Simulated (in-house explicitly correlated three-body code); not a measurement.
Computed with an exponentially correlated three-body code. Model: two electrons around a point charge, non-relativistic, variational in 260 exponentially correlated functions (energies converged to about 1e-7 hartree, or 1e-8 relative for large Z).

Command:
```bash
python run_hyl.py task.json out
```
Settings (lengths in bohr, energies in hartree):
```
Z                      6
nuclear_mass           23697.67
interaction_strength   1
functions              260
states_tried           13
```

Cost of the run: 20 s on 1 thread of Intel(R) Xeon(R) 6975P-C (Granite Rapids), with other jobs on the host.

**Those bound S and P states to n = 4 that converged, binding against the one-electron ion.**

Given: nuclear charge 6; mass of the centre 23698 electron masses.

Computed: one-electron threshold -17.9992405 hartree.

```
term  energy (hartree)  binding (eV)
1 1S       -32.4048502           392
2 3S       -21.4198499         93.08
2 1S       -21.2211196        87.672
2 3P       -21.2208987        87.666
2 1P       -21.0923645        84.168
3 3S       -19.4695808         40.01
3 1S       -19.4169884        38.579
3 3P                 ?             ?
3 1P                 ?             ?
4 3S       -18.8139519        22.169
4 1S       -18.7926795        21.591
4 3P       -18.7920795        21.574
4 1P       -18.7770823        21.166
```

Question: What belongs in the row 3 3P?

Answer: energy (hartree): -19.4159357; binding (eV): 38.55.

Question: What belongs in the row 3 1P?

Answer: energy (hartree): -19.3796831; binding (eV): 37.564.

**Converged states only, values per electron or pair.**

```
term  mean r (bohr)  mean r squared (bohr²)  mean inverse r (1/bohr)  mean r12 (bohr)  mean inverse r12 (1/bohr)  mean cosine  mean p1 dot p2 (bohr⁻²)  delta r1 (bohr⁻³)  delta r12 (bohr⁻³)
1 1S        0.26681                0.095748                   5.6874          0.39533                     3.4388    -0.022056                  0.68476             61.436              6.1415
2 3S        0.67709                 0.75156                   3.6558           1.1447                     1.0298   -0.0071683                 0.049535              37.52                   -
2 1S              ?                       ?                        ?                ?                          ?            ?                        ?                  ?                   ?
2 3P         0.6073                 0.60118                   3.6367           1.0201                     1.1988    -0.068476                  -1.9793                 34                   -
2 1P        0.63086                 0.65542                   3.6203           1.0344                     1.2586     0.038503                   1.8424             34.452             0.23269
3 3S         1.4026                  3.7477                   3.2863           2.5721                     0.4964    -0.002326                 0.014306             35.266                   -
3 1S         1.4475                  4.0158                   3.2805           2.6592                     0.5326    -0.003285                   0.0179             35.207             0.28831
3 3P              ?                       ?                        ?                ?                          ?            ?                        ?                  ?                   -
3 1P         1.3826                  3.6864                   3.2765           2.5279                    0.55901    0.0096415                  0.48441             34.386            0.076561
4 3S         2.4282                  11.975                   3.1597           4.6156                     0.2885  -0.00099947                0.0059326             34.741                   -
4 1S          2.488                  12.608                   3.1574           4.7342                    0.30305   -0.0014136                0.0076275             34.722             0.12066
4 3P         2.3902                  11.684                   3.1575            4.541                    0.30594    -0.006771                 -0.18464             34.335                   -
4 1P         2.4349                  12.147                   3.1557           4.6275                    0.31405     0.003827                   0.1959             34.377            0.033355
```

Question: What belongs in the row 2 1S?

Answer: mean r (bohr): 0.70761; mean r squared (bohr²): 0.83337; mean inverse r (1/bohr): 3.6341; mean r12 (bohr): 1.1946; mean inverse r12 (1/bohr): 1.1665; mean cosine: -0.010292; mean p1 dot p2 (bohr⁻²): 0.058164; delta r1 (bohr⁻³): 37.238; delta r12 (bohr⁻³): 0.98483.

Question: What belongs in the row 3 3P?

Answer: mean r (bohr): 1.3489; mean r squared (bohr²): 3.4943; mean inverse r (1/bohr): 3.281; mean r12 (bohr): 2.468; mean inverse r12 (1/bohr): 0.54002; mean cosine: -0.017029; mean p1 dot p2 (bohr⁻²): -0.47157; delta r1 (bohr⁻³): 34.279.
